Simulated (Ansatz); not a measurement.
C3H3, doublet, at a GFN2-xTB geometry; B3LYP/cc-pVDZ (Ansatz, a first-principles code).

Here is a job for Ansatz.
Ansatz 0.2 input:
```yaml
crystal:
  periodic: [false, false, false]
  atoms:
    - {symbol: C, position_ang: [0.00175930, -0.00079138, 0.33446282]}
    - {symbol: C, position_ang: [0.00804284, -0.00361788, 1.52903105]}
    - {symbol: C, position_ang: [-0.00590540, 0.00265640, -1.12268107]}
    - {symbol: H, position_ang: [0.03996787, 1.03022063, -1.47944750]}
    - {symbol: H, position_ang: [0.85747672, -0.55120368, -1.48748952]}
    - {symbol: H, position_ang: [-0.92082503, -0.46849982, -1.47793980]}
basis:
  gaussian:
    orbitals: cc-pVDZ
hamiltonian:
  xc: b3lyp
magnetization: {spin_polarized: true, initial_magnetization: 1}
```

Output, abridged:

```
Functional definition: B3LYP
527 factors; integrals over basis functions are off by at most 1.1e-3 eV
mean field evaluation 1: about -3149.9224 eV, gradient 3.0e1 eV
mean field evaluation 2: about -3145.7283 eV, gradient 4.1e1 eV
mean field evaluation 4: about -3154.6546 eV, gradient 1.2e0 eV
mean field evaluation 8: about -3154.8058 eV, gradient 1.1e-1 eV
mean field evaluation 16: about -3154.8063 eV, gradient 5.6e-5 eV
mean field evaluation 32: about -3154.7001 eV, gradient 6.0e-1 eV
mean field -3154.80633371 eV, -115.9369943593 hartree, gradient 1.2e-5 eV, S^2 0.770371; 4 other end points of the search recorded, 0 dependent functions left out
reference -3154.80651463 eV, -115.9370010079 hartree; 11, 10 occupied and 46, 47 virtual orbitals, 527 factors
Total energy: -3154.80651463 eV, -115.9370010079 hartree
```
